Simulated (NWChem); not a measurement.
# ClFSn

```xyz
3

Sn    -0.5025     0.2357     0.0000
F      0.7969     1.7071     0.0000
Cl     1.0562    -1.5970     0.0000
```
Charge 0, spin multiplicity 1.

Everything below was run with NWChem. All single points use one geometry, from B3LYP/def2-SVP with def2 effective core potentials on Sn, a minimum by its harmonic frequencies.

Symmetry labels belong to the abelian group Cs used in the runs, with the axes of the coordinates shown.

Effective core potentials replace the inner electrons of Sn; spin-orbit coupling is left out. The structure started from a generated list of species.

Q: List the lowest 4 singlet excitations that TD-PBE/def2-SVPD with def2 effective core potentials on Sn gives, with oscillator strengths.

A: 
| state | symmetry | energy (eV) | wavelength (nm) | f |
|---|---|---|---|---|
| 1 | a" | 3.77 | 329 | 0.007 |
| 2 | a" | 4.12 | 301 | 0.026 |
| 3 | a' | 4.45 | 279 | 0.020 |
| 4 | a" | 5.37 | 231 | 0.013 |
